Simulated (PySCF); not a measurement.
**UHF on Sb(2+) (antimony, charge +2)**

Configuration: [Kr] 4d10 5s2 5p1, 2P determinant. Computed with PySCF 2.14 in cc-pVDZ-PP with ECP28MDF, with scalar relativity through the core potential.

```json
{
  "Total energy": "-238.368549 hartree",
  "One-electron energy": "-404.4416 hartree",
  "Hartree (Coulomb) energy": "184.0234 hartree",
  "Exchange energy": "-17.9504 hartree",
  "⟨S²⟩": "0.7583",
  "⟨L²⟩": "2.025",
  "Sum of ⟨r⟩": "23.92 bohr",
  "Sum of ⟨r²⟩": "36.27 bohr²",
  "Traceless quadrupole moment −½Σ⟨3z² − r²⟩ along its main axis": "-3.00 e·bohr²",
  "Time after the integrals": "0.07 s of wall time on 1 thread of Neoverse-V1 (shared host)"
}
```

```csv
shell,electrons,mean orbital energy (eV),spread (eV),"rms radius, mean of both spins (bohr)"
4s α,1,-196.11,0,0.849
4s β,1,-195.92,0,0.849
4p α,3,-143.48,0.175,0.917
4p β,3,-143.29,0.679,0.917
4d α,5,-62.567,0.450,1.10
4d β,5,-62.394,0.753,1.10
5s α,1,-34.063,0,2.28
5s β,1,-31.706,0,2.28
5p α,1,-24.368,0,2.71
```

Energies and moments cover only the electrons outside the core potential.
